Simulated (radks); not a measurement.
Values are calculated unless marked as measured or tabulated.
Task: The silicon ion Si2+, [Ne] 3s2. Level of theory: non-relativistic Kohn-Sham, r2SCAN, spin-polarised, spherical densities, point nucleus; meta-GGA in the generalised Kohn-Sham scheme (a radial shooting solver on a logarithmic mesh with Libxc functionals). Every spin shell is full or empty, so the densities are truly spherical. Functionals are evaluated on that one density, not self-consistently. Rank these exchange functionals by their error against the exact value of the orbitals, and give that value: LDA, B88, PBE, PBEsol, revPBE, RPBE, OPTX, AM05, B86b, TPSS, r2SCAN, MS2, Tao-Mo.

Result: Exact: -19.7609 hartree. From best to worst, with 100 (|E| - |E exact|)/|E exact| (equal figures are ties): Tao-Mo 0.00, OPTX +0.01, revPBE -0.02, r2SCAN +0.03, B88 +0.05, RPBE +0.15, B86b +0.16, MS2 +0.21, TPSS +0.30, PBE -0.49, PBEsol -3.60, AM05 -7.23, LDA -8.36.
